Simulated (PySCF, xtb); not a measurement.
Se(Et)(SeH) (C2H6Se2), SMILES CC[Se][SeH].

GFN2-xTB run with xtb at its own geometry gives an orbital gap of 2.57 eV and a dipole moment of 1.59 D.

Geometry optimised at B3LYP-D3(BJ)/def2-SVP. One conformer was computed; it need not be the lowest.

### Question
What does ωB97X/def2-TZVP run with PySCF give? (The exact figures need the calculation; the answer reports its results.)

### Answer
gap 9.57 eV (levels -8.94 and 0.63 eV), dipole 1.78 D.
